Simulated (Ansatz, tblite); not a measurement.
Cost and result up the ladder for TaSF₃ (5 atoms). Charge 0, multiplicity 1. Geometry: PBE0-D4/def2-SVP.

```xyz
5

Ta    0.0812   -0.0349    0.0286
S    -1.7953    0.7795   -0.6275
F     1.2234    1.3984    0.3796
F     0.7397   -1.1073   -1.3493
F    -0.2491   -1.0357    1.5686
```

Ansatz on 4 threads of Arm Neoverse V2 on a shared host; xTB runs through tblite on one thread. Times are rough, summed over both states, and most runs start from the orbitals of an earlier one. No level here is sound enough to serve as a yardstick. The other state is a triplet.

In the def2 sets Ta takes a core potential; there is no spin–orbit coupling. The xTB rows come from tblite.

xTB has no spin-polarisation term.

```tsv
level	functions	wall time	vertical triplet (eV)
GFN1-xTB	30	0.007 s	3.68
GFN2-xTB	30	0.007 s	3.29
PBE-D4/def2-TZVP	170	7.9 s	4.08
r2SCAN-D4/def2-TZVP (with forces)	170	23 s	3.97
```
